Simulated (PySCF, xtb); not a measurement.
sulfur difluoride (F2S), SMILES FSF.

The structure is a stationary point at ωB97X-D3(BJ)/def2-TZVP.

These are PySCF with IEF-PCM-PBE0/def2-SVP values and carry that method's errors.

The values are the electrostatic part of the solvation free energy, E(continuum) − E(gas) at the gas-phase geometry, in a cavity of scaled van der Waals radii (PySCF's table); cavitation and dispersion terms are not included. In vacuum the orbital gap is 5.78 eV. The dipole moment in vacuum is 1.34 D.

Problem. Estimate the values in water (ε = 78.36), 2-propanol (ε = 19.26), toluene (ε = 2.37). (Estimate from the structure and the level; the computed values follow.)

Solution. 
```tsv
solvent	ε	ΔG(elec) (kcal/mol)	dipole (D)	gap (eV)
water	78.36	-1.8	1.56	5.89
2-propanol	19.26	-1.7	1.55	5.88
toluene	2.37	-0.8	1.45	5.83
```

For comparison, GFN2-xTB/ALPB(water) (xtb, at the GFN2-xTB geometry, all terms of that model) gives 0.1 kcal/mol.
